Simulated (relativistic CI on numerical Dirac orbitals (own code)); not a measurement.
## Re⁴⁺ (5d3) in a crystal field

Calculated by Dirac-Coulomb-Breit CI, KLI orbitals optimised for each configuration, model QED (radiative potential, 1s self-energy scaled to tabulated hydrogen-like ionisation energies), valence Slater integrals scaled by 0.9, one configuration in a parametric crystal field (own radial code). With so little scaling, terms lie 10 to 35 % too far apart, which can change the order of excited levels.

Field parameters in Wybourne normalisation: D3d B²₀ = −7Dσ, B⁴₀ = −14Dq − 21Dτ, B⁴₃ = −14√(10/7) Dq. The field is a parameter set, without covalency.

S is read from ⟨S²⟩ = S(S + 1).

Levels (cm⁻¹, degeneracy): 0 (2), 115 (2), 12475 (2), 14055 (2), 15487 (2), 15889 (2), 16463 (2), 25131 (2), 25859 (2), 27925 (2), 31152 (2), 31648 (2).

(1) Which field gives this pattern?
A. D3d, 10Dq = 13900, Dσ = 40, Dτ = 470 cm⁻¹
B. D3d, 10Dq = 18000, Dσ = 410, Dτ = 10 cm⁻¹
C. D3d, 10Dq = 32500, Dσ = -870, Dτ = -210 cm⁻¹

## Answers

(1) C. D3d, 10Dq = 32500, Dσ = -870, Dτ = -210 cm⁻¹, ground level with S = 1.47.
